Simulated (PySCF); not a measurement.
Adding and removing an electron: Sn2

UHF-CCSD(T); basis Sn cc-pVDZ-PP with ECP28; scalar-relativistic core potentials; PySCF 2.14. Neutral (UHF): triplet (π ↑↑), Re = 2.802 Å, ωe = 187 cm⁻¹, De = 1.92 eV.

Sn₂⁺ (UHF): quartet (σ ↑, π ↑↑), Re = 2.826 Å, ωe = 167 cm⁻¹, De = 2.39 eV to Sn⁺ + Sn. The energies at the minima are -426.87830 hartree for Sn2 and -426.63331 for Sn₂⁺.

(1) Work out the adiabatic ionisation energy, without and with harmonic zero-point energies (1 hartree = 27.2114 eV, 1 eV = 8065.5 cm⁻¹), and the change of the bond length.

Correlated steps freeze 8 core orbitals. Correlated levels converge slowly with the basis: in double zeta they bind strong bonds too weakly, by up to about 1 eV, and carry superposition errors of some tenths. These are scalar-relativistic numbers at best; spin–orbit coupling would shift them, the dissociation energy most. States were picked by a PBE0 search and need not be the measured ground states.

Results:

(1) At UHF-CCSD(T): 0.24499 hartree = 6.667 eV between the minima; the zero-point term (167.0 − 187.0)/2 cm⁻¹ = -0.001 eV makes it 6.665 eV. Re changes by +2.4 pm against the neutral. The electron leaves a σ orbital, and the small change of length marks it as nearly non-bonding.
